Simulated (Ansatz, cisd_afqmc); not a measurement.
System: Sb, charge 0, quartet.

Total energies in def2-SVP, 5 correlated electrons, 9 frozen orbitals. Radicals and triplets start from unrestricted determinants; spin-orbit coupling is neglected. Cores are frozen in correlated methods (noble-gas shells, and filled d and f shells in the p block). Past Kr the def2 sets carry scalar-relativistic core potentials. AFQMC/CISD: phaseless, guided by CISD from CCSD amplitudes; bars are statistical, one sigma. Outlying blocks are dropped, and bars are widened where a walk drifts. Over all cases where full CI ran beside it in this data, AFQMC minus full CI had a median of +0.1 mEh and passed +0.4 mEh in a tenth of the cases. Spin-orbit terms, left out, reach several kcal/mol for Br and I, and more for heavier atoms.

```
method         program         energy (Eh)  minus CCSDTQ (mEh)
----------  ----------  ------------------  ------------------
HF              Ansatz          -239.27335               59.56
MP2             Ansatz          -239.31924               13.67
CCSD            Ansatz          -239.33207                0.84
CCSD(T)         Ansatz          -239.33268                0.23
CCSDT(Q)        Ansatz          -239.33289                0.02
CCSDTQ          Ansatz          -239.33291                0.00
AFQMC/CISD  cisd_afqmc  -239.3329 ± 0.0001           0.0 ± 0.1
```

Ansatz is an electronic-structure program.
